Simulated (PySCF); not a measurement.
Job file and geometry (Å, from PBE0-D3(BJ)/def2-SVP) of an NMR shielding run on SMILES B1CCC[C@@H](C2CC2)C1, C8H15B, PySCF, GIAO mPW1PW91/pcSseg-1 NMR shielding, non-relativistic, gas phase; density fitting, a coarse starting grid and PySCF grid level 2 are the driver's defaults:

```
$ OMP_NUM_THREADS=1 python probes_run.py task.json out

{"job": {"kind": "nmr", "xc": "mPW1PW91", "basis": "pcSseg-1", "pop": false}, "charge": 0, "multiplicity": 1}
B      2.531887     1.396191    -0.110254
C      3.301276     0.091206     0.277051
C      2.439158    -1.167928     0.376917
C      1.073923    -0.891479     0.997982
C      0.253395     0.123591     0.199644
C     -1.139968     0.281945     0.762569
C     -2.221276    -0.695783     0.413379
C     -2.272295     0.706386    -0.123335
C      0.983075     1.467091     0.092280
H      3.147622     2.390777    -0.439913
H      3.694359     0.361362     1.284161
H      4.212915    -0.063709    -0.323794
H      2.958222    -1.957951     0.944932
H      2.285410    -1.581548    -0.636002
H      0.500759    -1.829049     1.086097
H      1.202566    -0.515840     2.031356
H      0.144142    -0.282086    -0.825253
H     -1.159724     0.675081     1.787131
H     -2.938874    -0.985071     1.185483
H     -1.968880    -1.499455    -0.285321
H     -2.053700     0.852886    -1.185614
H     -3.025261     1.391093     0.275451
H      0.482710     2.151970    -0.612702
H      0.910160     1.998906     1.069513
```

Question: Write the output of this run.

Answer: 
```
coarse grid: 19080 points
cycle   1  E = -338.4642989938  dE =  1.036e+00  |g| = 4.917e-01  |ddm| = 4.238e+00
cycle   2  E = -338.4492771519  dE =  1.502e-02  |g| = 5.632e-01  |ddm| = 1.019e+00
cycle   3  E = -338.5334714180  dE = -8.419e-02  |g| = 4.585e-02  |ddm| = 5.967e-01
cycle   4  E = -338.5338526331  dE = -3.812e-04  |g| = 2.249e-02  |ddm| = 7.538e-02
cycle   5  E = -338.5339640205  dE = -1.114e-04  |g| = 7.130e-03  |ddm| = 2.717e-02
cycle   6  E = -338.5339760662  dE = -1.205e-05  |g| = 8.502e-04  |ddm| = 6.941e-03
cycle   7  E = -338.5339762187  dE = -1.525e-07  |g| = 3.083e-04  |ddm| = 9.931e-04
final grid: 181456 points
cycle   8  E = -338.5893528867  dE = -7.157e-05  |g| = 6.402e-03  |ddm| = 4.301e-02
cycle   9  E = -338.5893484307  dE =  4.456e-06  |g| = 7.757e-03  |ddm| = 1.445e-02
cycle  10  E = -338.5893641582  dE = -1.573e-05  |g| = 4.414e-04  |ddm| = 7.804e-03
cycle  11  E = -338.5893641912  dE = -3.299e-08  |g| = 2.574e-04  |ddm| = 7.782e-04
cycle  12  E = -338.5893642069  dE = -1.571e-08  |g| = 4.718e-05  |ddm| = 2.718e-04
cycle  13  E = -338.5893642074  dE = -5.194e-10  |g| = 8.193e-06  |ddm| = 5.709e-05
converged SCF energy = -338.5893642074

GIAO shielding tensors (ppm)
atom      isotropic    diamagn.    paramagn.     s11        s22        s33       span
  0 B       14.214     187.678    -173.464    -67.547     -9.161    119.350    186.897
  1 C      153.404     251.137     -97.734    127.928    153.694    178.588     50.660
  2 C      157.768     245.629     -87.862    150.281    153.546    169.476     19.196
  3 C      147.740     247.903    -100.163    140.676    142.472    160.072     19.396
  4 C      140.231     246.043    -105.812    117.302    144.929    158.461     41.158
  5 C      161.646     248.588     -86.942    128.464    146.128    210.345     81.881
  6 C      177.655     253.679     -76.025    147.497    172.495    212.971     65.474
  7 C      177.723     253.810     -76.087    147.210    172.438    213.522     66.312
  8 C      146.523     248.429    -101.906    117.434    152.977    169.158     51.724
  9 H       23.762      27.907      -4.145     19.922     25.658     25.706      5.783
 10 H       30.589      27.605       2.984     26.005     28.967     36.794     10.789
 11 H       29.309      26.985       2.324     24.565     27.642     35.720     11.156
 12 H       29.510      28.816       0.694     23.900     28.161     36.470     12.569
 13 H       30.021      31.034      -1.012     25.537     29.280     35.247      9.710
 14 H       29.488      32.683      -3.195     23.780     30.825     33.858     10.078
 15 H       30.213      32.957      -2.744     26.034     30.407     34.197      8.163
 16 H       31.226      34.756      -3.529     27.630     32.025     34.025      6.395
 17 H       31.068      33.089      -2.021     24.927     29.490     38.788     13.861
 18 H       30.866      30.493       0.373     25.330     26.170     41.097     15.767
 19 H       31.276      32.243      -0.966     25.896     28.891     39.042     13.146
 20 H       31.271      32.105      -0.834     25.925     28.792     39.096     13.172
 21 H       30.855      30.407       0.448     25.250     26.183     41.131     15.882
 22 H       29.034      30.838      -1.805     23.973     28.577     34.552     10.579
 23 H       30.729      30.769      -0.040     27.706     28.591     35.889      8.183
```

Question: Turn these shieldings into chemical shifts. δ = σ(ref) − σ, references computed at the same level: $^{11}$B (100.80 ppm) vs BF3·OEt2; $^{13}$C (183.54 ppm), $^{1}$H (31.32 ppm) against TMS.

Answer: Averaging equivalent atoms: B 0: 86.6; C 4: 43.3; C 8: 37.0; C 3: 35.8; C 1: 30.1; C 2: 25.8; C 5: 21.9; C 6: 5.9; C 7: 5.8; H 9: 7.55; H 22: 2.28; H 11: 2.01; H 14: 1.83; H 12: 1.81; H 13: 1.30; H 15: 1.10; H 10: 0.73; H 23: 0.59; H 21: 0.46; H 18: 0.45; H 17: 0.25; H 16: 0.09; H 20: 0.05; H 19: 0.04 ppm. 

Size and cost of the density-fitted run: 228 basis functions, 35 s wall time on 1 thread of an Arm Neoverse V2, shared host; peak memory 1.1 GiB.
